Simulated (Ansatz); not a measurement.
Results of the Gaussian-basis code of Ansatz.

Basis-set series for BGeH5 (`[BH2][GeH3]`). Total charge 0; spin multiplicity 1. The geometry is a stationary point of PBE0-D4/def2-TZVP.

Cartesian coordinates in Å:
```
B -0.1795 1.2271 0.0421
Ge 0.1061 -0.8066 -0.0654
H 0.0391 1.7917 1.0722
H -0.5565 1.8730 -0.8885
H 1.5699 -1.1429 0.2844
H -0.7710 -1.5103 0.9898
H -0.2081 -1.4320 -1.4346
```

| functional | basis | functions | energy (Eh) | HOMO (eV) | LUMO (eV) |
| --- | --- | --- | --- | --- | --- |
| PBE0-D4 | def2-TZVPP | 149 | -2104.50965 | -8.37 | -2.43 |
| PBE0-D4 | def2-QZVPP | 296 | -2104.55652 | -8.37 | -2.44 |
| ωB97M-V | def2-TZVPP | 149 | -2104.66238 | -10.53 | -0.47 |
| ωB97M-V | def2-QZVPP | 296 | -2104.70828 | -10.53 | -0.51 |

**Question.** Give the rows for def2-SVP. (Estimate.)

**Answer.** The calculation gave: 
| functional | basis | functions | energy (Eh) | HOMO (eV) | LUMO (eV) |
| --- | --- | --- | --- | --- | --- |
| PBE0-D4 | def2-SVP | 71 | -2104.21797 | -8.37 | -2.38 |
| ωB97M-V | def2-SVP | 71 | -2104.36723 | -10.49 | -0.31 |

Scalar relativity is left out up to krypton.
